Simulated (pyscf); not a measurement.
Structures and frequencies: ωB97X-D3(BJ)/def2-SVP in PySCF.

**Question.** How much does it cost (ΔH, 298 K, ωB97M-D3(BJ)/def2-TZVP) to split `[OH][Si]([OH])([OH])[SiH]([SiH3])[Cl]` at its Si–Si bond into HO–Si•(OH)–OH + H₃Si–SiH•–Cl?

**Answer.** Si–Si to HO–Si•(OH)–OH + H₃Si–SiH•–Cl: 330.0 kJ/mol. The 7 functionals that were run give +292.1 (PBE) to +347.2 kJ/mol (ωB97X-D3(BJ)/def2-TZVP). Other isomers of HO–Si•(OH)–OH, H₃Si–SiH•–Cl were not searched in full and may lie lower.
